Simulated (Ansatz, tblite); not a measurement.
Cost and result up the ladder for cyclo-(H2SiS)3 (Si₃H₆S₃) (12 atoms). Charge 0, multiplicity 1. Geometry: PBE-D4/def2-SVP.

Cartesian coordinates in Å:
```
Si -0.2894 1.6168 0.9601
H 0.9730 1.3689 1.7313
H -1.0547 2.7675 1.5378
S -1.5860 -0.1195 1.0890
Si -0.0980 -1.6801 0.8637
H 0.5889 -2.0130 2.1566
H -0.8694 -2.8681 0.3661
S 1.5084 -1.1082 -0.4759
Si 0.3908 0.1342 -1.8612
H -0.9279 -0.5068 -2.1765
H 1.2335 0.2633 -3.0928
S 0.1308 2.1450 -1.0981
```

Ansatz; hardware A = 2 threads of AMD EPYC 7R13 on a shared host; B = 2 threads of AMD EPYC 7R13 on a shared host and a share (18 GiB) of an NVIDIA H100 80GB HBM3; xTB runs through tblite on one thread. Times are rough, summed over both states, and most runs start from the orbitals of an earlier one. PBE0-D4/def2-TZVP serves as the yardstick here, not as an exact answer. Differences are given only for rows in sets of like size (and for xTB, whose basis is part of the method), since another set adds its own error. The other state is a doublet.

The xTB rows come from tblite. Correlated methods freeze 30 core orbitals. The rows differ in basis, and correlated rows in double-zeta sets carry the largest basis error. In CCSD on the charge 1 doublet the largest single amplitude is 0.26, so its Hartree–Fock determinant may place the open shell otherwise than the density functionals do.

Correlated methods converge slowly with the basis, most of all in double-zeta sets.

Raw xTB energies of ions are shifted by several eV.

```csv
level,functions,vertical IE (eV),difference from PBE0-D4/def2-TZVP (eV)
revPBE-D4/def2-TZVP [A],258,8.79,-0.39
GFN2-xTB,60,13.09,3.90
GFN1-xTB,66,13.52,4.33
PBE-D4/def2-TZVP [A],258,8.77,-0.41
PBE0-D4/def2-TZVP [A],258,9.18,0.00
CCSD(T)/def2-SVP [B],138,9.22,–
```

Problem. Estimate how long each takes.

Solution. GFN2-xTB 0.033 s; GFN1-xTB 0.04 s; revPBE-D4/def2-TZVP [A] 14 s; PBE-D4/def2-TZVP [A] 16 s; CCSD(T)/def2-SVP [B] 19 s; PBE0-D4/def2-TZVP [A] 39 s. On shared hardware such times vary by a factor of up to 3.
